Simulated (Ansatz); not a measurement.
Relaxation of F$_{2}$GeH$_{4}$ (7 atoms, charge 0, multiplicity 1), to a largest force component of 0.03 eV/Å in at most 50 steps.

All numbers below come from RKS B3LYP/def2-SVP (Ansatz 0.2.0).

```xyz
7
Properties=species:S:1:pos:R:3:forces:R:3
Ge -0.428 0.035 -0.395 0.53 -0.06 -0.98
H 0.149 0.108 2.307 1.75 0.19 0.08
H 0.917 -0.159 0.297 0.02 0.01 0.02
H -0.644 1.298 -1.232 0.01 0.04 0.00
F -0.653 -1.342 -1.435 0.02 0.02 -0.01
F -1.740 -0.079 0.695 -0.81 -0.06 0.39
H -0.548 0.033 2.454 -1.52 -0.15 0.51
```

**Question.** Where does it end, and by what steps?

**Answer.** It converged. The force dipped under the threshold on the way, but the program's further checks kept it going. After 18 steps the energy has fallen by 0.265 eV; H2 moved furthest, 1.48 Å.

```tsv
step	energy less start (eV)	largest force component (eV/Å)	accepted
0	0.0000	1.754	yes
1	-0.1467	0.435	yes
2	-0.2024	0.388	yes
3	-0.2335	0.122	yes
4	-0.2401	0.324	yes
5	-0.2544	0.035	yes
6	-0.2572	0.021	yes
7	-0.2563	0.348	no
8	-0.2591	0.032	yes
9	-0.2592	0.248	yes
10	-0.2609	0.087	yes
11	-0.2621	0.005	yes
12	-0.2633	0.047	yes
13	-0.2629	0.183	no
14	-0.2640	0.040	yes
15	-0.2644	0.077	yes
16	-0.2647	0.058	yes
17	-0.2649	0.002	yes
18	-0.2652	0.015	yes
```

```xyz
7
Properties=species:S:1:pos:R:3
Ge -0.363 0.070 -0.858
H -0.255 -0.068 3.721
H 1.146 -0.014 -0.608
H -0.916 1.183 -1.754
F -0.886 -1.453 -1.508
F -1.154 0.196 0.687
H -0.520 -0.020 3.009
```

Time of the run: 38 s on 1 thread of Arm Neoverse V2, on a shared host, peak memory 0.16 GiB.
